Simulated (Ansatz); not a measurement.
Li⁺ beside AlF₃: one fragment in the basis of the whole pair (the partner's atoms are ghosts).

The input file, in.yaml:

```yaml
crystal:
  periodic: [false, false, false]
  atoms:
    - {symbol: F, position_ang: [1.012305, 1.111228, 1.390247]}
    - {symbol: Al, position_ang: [-0.082118, 0.108572, 0.764994]}
    - {symbol: F, position_ang: [0.096980, -0.129058, -0.907492]}
    - {symbol: F, position_ang: [-1.311491, -0.714788, 1.401166]}
basis:
  gaussian:
    orbitals: "def2-TZVPPD.json"
    ghost_atoms:
      - {symbol: Li, position_ang: [0.284223, -0.375954, -2.648916]}
hamiltonian: {xc: {name: B3LYP}, dispersion: d4}
```

The basis file named in the input lies beside it (Basis Set Exchange, JSON).

Command:

```bash
ansatz run in.yaml --threads 2 --pin off --events-out ev --progress --plain --max-ram 5222MiB
```

What Ansatz 0.2.0 printed:

```
Functional definition: B3LYP
  name "B3LYP"
  cite "Stephens, Devlin, Chabalowski & Frisch, J. Phys. Chem. 98, 11623 (1994) doi:10.1021/j100096a001"
  cite "Becke, Phys. Rev. A 38, 3098 (1988) doi:10.1103/PhysRevA.38.3098"
  cite "Lee, Yang & Parr, Phys. Rev. B 37, 785 (1988) doi:10.1103/PhysRevB.37.785"
  cite "Vosko, Wilk & Nusair, Can. J. Phys. 58, 1200 (1980) doi:10.1139/p80-159"
  parameter a0 = 0.2
  parameter ax = 0.72
  parameter ac = 0.81
  exchange = (1 - a0 - ax)*slater_x + ax*b88_x + a0*exact_x
  correlation = (1 - ac)*vwn_rpa_c + ac*lyp_c
1005 factors; their error is unknown
mean field evaluation 1: about -14751.9221 eV, gradient 6.8e1 eV
mean field evaluation 2: about -14736.6578 eV, gradient 1.3e2 eV
mean field evaluation 4: about -14758.2024 eV, gradient 3.2e0 eV
mean field evaluation 8: about -14758.2512 eV, gradient 1.2e-2 eV
mean field -14758.25121197 eV, -542.3557285380 hartree, gradient 6.6e-5 eV, S^2 0.000000; 0 other end points of the search recorded, 0 dependent functions left out
reference -14758.25146904 eV, -542.3557379850 hartree; 20, 20 occupied and 170, 170 virtual orbitals, 1005 factors
Total energy: -14758.33851866 eV, -542.3589369996 hartree
```

The run took about 3.6 s on 2 CPU threads of an Arm Neoverse V1 (shared host).
